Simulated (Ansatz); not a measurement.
`[NH2][Mg][Br]` + `[F][Cd][Cl]` → `[NH2][Mg][F]` + `[Cl][Cd][Br]` at 700 K and 1 bar (redistribution).

Computed with Ansatz on PBE0-D4/def2-TZVP structures; ΔE is electronic, products minus reactants. CBS: MP2 limit from def2 TZ/QZ plus the TZ coupled-cluster correction, frozen cores. Elements past krypton have def2 core potentials. For Br, Cd, Mg outer-core shells are correlated without core-valence functions, which leaves a few kJ/mol of doubt a bond. Scalar relativity is left out up to krypton. One conformer a species, not always the lowest.

| species | CCSD(T)/CBS energy (Eh) | H − E (kJ/mol) | S (J/(mol·K)) |
| --- | --- | --- | --- |
| `[NH2][Mg][Br]` | -2829.22045 | 113.9 | 368.6 |
| `[F][Cd][Cl]` | -727.34376 | 44.7 | 331.0 |
| `[NH2][Mg][F]` | -355.68386 | 114.6 | 343.0 |
| `[Cl][Cd][Br]` | -3200.91128 | 44.1 | 355.5 |

H − E and S are ideal-gas, rigid-rotor, harmonic terms from PBE0-D4/def2-TZVP, for one conformer and one mirror image of each species. 1 Eh = 2625.50 kJ/mol, R = 8.31446 J/(mol·K).

Q: By hand: ΔE, ΔH, ΔS and ΔG.

A: ΔE = (-355.68386) + (-3200.91128) − (-2829.22045) − (-727.34376) = -0.03093 Eh = -81.2 kJ/mol. Δ(H − E) = 114.6 + 44.1 − 113.9 − 44.7 = 0.1, so ΔH = -81.1 kJ/mol. ΔS = 343.0 + 355.5 − 368.6 − 331.0 = -1.1 J/(mol·K). ΔG = -81.1 − 700 × (-1.1)/1000 = -80.3 kJ/mol.

Q: By hand: the equilibrium constant, and the temperature at which ΔG would vanish if ΔH and ΔS stayed fixed.

A: log₁₀ K = −ΔG/(RT ln 10) = 6.0. ΔG = 0 at ΔH/ΔS = 73727 K, far beyond where these terms or the molecules hold.

The number of gas molecules stays the same, so ΔS is small and ΔH decides. A doubt of 5 kJ/mol in ΔE shifts log₁₀ K by 0.4 here. Other conformers and mirror images would add mixing entropy, several J/(mol·K) or more a flexible species. These are equilibria of isolated gas molecules and say nothing of rates. Largest T1 diagnostic: 0.015 (customary marks: 0.02 for closed shells, 0.045 for open ones).
